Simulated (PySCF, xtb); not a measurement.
Si(CCH)(F)3 (C2HF3Si), SMILES C#C[Si](F)(F)F.

The structure is a stationary point at B3LYP-D3(BJ)/def2-SVP.

These are C-PCM-PBE0/def2-SVP run with PySCF 2.14.0 values and carry that method's errors.

The values are the electrostatic part of the solvation free energy, E(continuum) − E(gas) at the gas-phase geometry, in a cavity of scaled van der Waals radii (PySCF's table); cavitation and dispersion terms are not included. In vacuum the orbital gap is 8.46 eV. The dipole moment in vacuum is 2.78 D.

Computed values in water (ε = 78.36), dichloromethane (ε = 8.93), n-hexane (ε = 1.88):
```csv
solvent,ε,ΔG(elec) (kcal/mol),dipole (D),gap (eV)
water,78.36,-3.7,3.37,8.46
dichloromethane,8.93,-3.3,3.30,8.46
n-hexane,1.88,-1.7,3.03,8.46
```

For comparison, GFN2-xTB/ALPB(water) (xtb, at the GFN2-xTB geometry, all terms of that model) gives -0.1 kcal/mol.
